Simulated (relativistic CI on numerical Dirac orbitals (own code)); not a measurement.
## Ir¹⁶⁺: sensitivity of the levels to the model

Base calculation: Dirac-Coulomb-Breit CI, separate exchange-only KLI orbitals for each configuration, model QED, unscaled Slater integrals.

Configurations in the expansion (outside the closed core [Kr]): 4d¹⁰4f¹³5s², 4d¹⁰4f¹⁴5s, 4d¹⁰4f¹³5s5p, 4d¹⁰4f¹⁴5p, 4d¹⁰4f¹²5s²5p, 4d¹⁰4f¹³5s5d, 4d¹⁰4f¹²5s5p², 4d¹⁰4f¹⁴5d, 4d¹⁰4f¹³5s5f, 4d¹⁰4f¹²5s²5d, 4d¹⁰4f¹¹5s²5p5d, 4d¹⁰4f¹³5p5d, 4d¹⁰4f¹⁴6s, 4d⁹4f¹⁴5s², 4d¹⁰4f¹⁴5f, 4d¹⁰4f¹³5s5g, 4d¹⁰4f¹¹5s²5p6s, 4d¹⁰4f¹³5p6s, 4d¹⁰4f¹²5s²6s, 4d¹⁰4f¹³5s6s, 4d¹⁰4f¹²5s5d², 4d¹⁰4f¹⁴5g, 4d¹⁰4f¹²5s²5f, 4d¹⁰4f¹²5s²6p, 4d¹⁰4f¹³5s6p, 4d¹⁰4f¹²5s5d6s, 4d¹⁰4f¹³5p², 4d¹⁰4f¹²5p³, 4d¹⁰4f¹²5p²5d. Double excitations out of closed p, d and f shells are left out; levels of such configurations are missing from the list, as are those of other unlisted configurations, and high levels can miss mixing partners. Some configurations lack a partner that the ground configuration has and come out too high, among them 4d⁹4f¹⁴5s², 4d¹⁰4f¹²5s²6s, 4d¹⁰4f¹²5s²5f, 4d¹⁰4f¹²5s²6p.

Variants: (1) one mean potential for all configurations. Shifts of the energy above 4d¹⁰4f¹³5s² ²F°7/2, in cm⁻¹, for the lowest level and the first level of each name with at least 55 % of one term (blank where a level changes its place among those of its configuration and J or its character, or is not in the variant):

| Level | Base | Δ(1) |
| --- | --- | --- |
| 4d¹⁰4f¹³5s² ²F°7/2 | 0 | 0 |
| 4d¹⁰4f¹³5s² ²F°5/2 | 24676 | +133 |
| 4d¹⁰4f¹⁴5s ²S1/2 | 33996 | +4082 |
| 4d¹⁰4f¹²5s²5p ⁴G°11/2 | 275743 | +29246 |
| 4d¹⁰4f¹²5s²5p ⁴I°11/2 | 302187 | +30320 |
| 4d¹⁰4f¹⁴5p ²P°1/2 | 343617 | +8401 |
| 4d¹⁰4f¹²5s²5p ²K°13/2 | 351292 | +29140 |
| 4d¹⁰4f¹²5s²5p ²H°11/2 | 354395 | +29348 |
| 4d¹⁰4f¹³5s5p ⁴G11/2 | 422472 | +2974 |
| 4d¹⁰4f¹²5s²5p ⁴I°15/2 | 435475 | +31304 |
| 4d¹⁰4f¹²5s²5p ²P°1/2 | 438791 | +27998 |
| 4d¹⁰4f¹³5s5p ⁴F9/2 | 439251 | +3094 |
| 4d¹⁰4f¹³5s5p ⁴D1/2 | 439488 | +3244 |
| 4d¹⁰4f¹²5s²5p ⁴H°13/2 | 452028 | +31589 |
| 4d¹⁰4f¹³5s5p ²G9/2 | 455648 | +3382 |
| 4d¹⁰4f¹²5s²5p ⁴I°13/2 | 462060 | +32377 |

At this charge transitions that keep the count of f electrons are usually good to a few per cent. Terms inside the open d or f shell come out 10 to 20 % too wide with unscaled integrals. Levels that differ in their count of f electrons can be misplaced by several ten thousand cm⁻¹, since the correlation energy of f electrons is missing or only estimated; rates across such gaps can be off by orders of magnitude.

Ionisation energy from one configuration of each of the two ions, the ground ones as tabulated or assumed: base 409.083 eV. The NIST ASD value (theoretical) is 407 ± 20 eV.

LS names give the leading component of a level, which can be under half, so a name can repeat, a term be missing and a line seem to break the LS rules.
